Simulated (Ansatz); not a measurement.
Calculated with Ansatz (gas phase, PBE0-D4/def2-TZVP geometries, no zero-point term in ΔE). CBS: MP2 limit from def2 TZ/QZ plus the TZ coupled-cluster correction, frozen cores. This one scheme is used for every species. Functionals use def2-TZVPP. Each species was taken in one conformer, which may not be the lowest.

Consider the ligand exchange at the Al–C bond: `F[CH]([SiH3])[Al]([F])[Cl]` + CH₃OH → `C[O][Al]([F])[Cl]` + `FC[SiH3]`.

```json
{"level": "PBE0-D4", "ΔE (kJ/mol)": "-130.8", "difference from CCSD(T)/CBS": "9.3"}
{"level": "r2SCANh-D4", "ΔE (kJ/mol)": "-139.9", "difference from CCSD(T)/CBS": "0.2"}
{"level": "ωB97M-V", "ΔE (kJ/mol)": "-136.4", "difference from CCSD(T)/CBS": "3.7"}
{"level": "B2PLYP", "ΔE (kJ/mol)": "-145.7", "difference from CCSD(T)/CBS": "-5.6"}
{"level": "PBE-QIDH", "ΔE (kJ/mol)": "-141.0", "difference from CCSD(T)/CBS": "-0.9"}
{"level": "PBE", "ΔE (kJ/mol)": "-126.1", "difference from CCSD(T)/CBS": "14.0"}
{"level": "BLYP", "ΔE (kJ/mol)": "-138.5", "difference from CCSD(T)/CBS": "1.6"}
{"level": "r2SCAN", "ΔE (kJ/mol)": "-139.5", "difference from CCSD(T)/CBS": "0.6"}
{"level": "PBE0", "ΔE (kJ/mol)": "-132.8", "difference from CCSD(T)/CBS": "7.3"}
{"level": "r2SCANh", "ΔE (kJ/mol)": "-140.7", "difference from CCSD(T)/CBS": "-0.6"}
{"level": "BHLYP", "ΔE (kJ/mol)": "-151.3", "difference from CCSD(T)/CBS": "-11.2"}
{"level": "CAM-B3LYP", "ΔE (kJ/mol)": "-146.8", "difference from CCSD(T)/CBS": "-6.7"}
{"level": "CCSD/def2-TZVPP", "ΔE (kJ/mol)": "-145.6", "difference from CCSD(T)/CBS": "-5.5"}
{"level": "HF/def2-QZVPP", "ΔE (kJ/mol)": "-162.9", "difference from CCSD(T)/CBS": "-22.8"}
{"level": "MP2/CBS(def2)", "ΔE (kJ/mol)": "-144.0", "difference from CCSD(T)/CBS": "-3.9"}
{"level": "CCSD/CBS(def2)", "ΔE (kJ/mol)": "-143.5", "difference from CCSD(T)/CBS": "-3.4"}
{"level": "CCSD(T)/CBS", "ΔE (kJ/mol)": "-140.1", "difference from CCSD(T)/CBS": "0"}
```

Largest T1 diagnostic among the species: 0.012.

In def2-TZVPP, CCSD(T) changes the Hartree–Fock value by +19.4 kJ/mol (the triples alone add +3.5 kJ/mol) and MP2 by +15.4 kJ/mol. Leaving LDA and LC-ωPBE aside and taking each functional with its dispersion term where it has one, the values, not all of them listed here, spread over 23.2 kJ/mol, from BHLYP-D4 to PBE-D4.
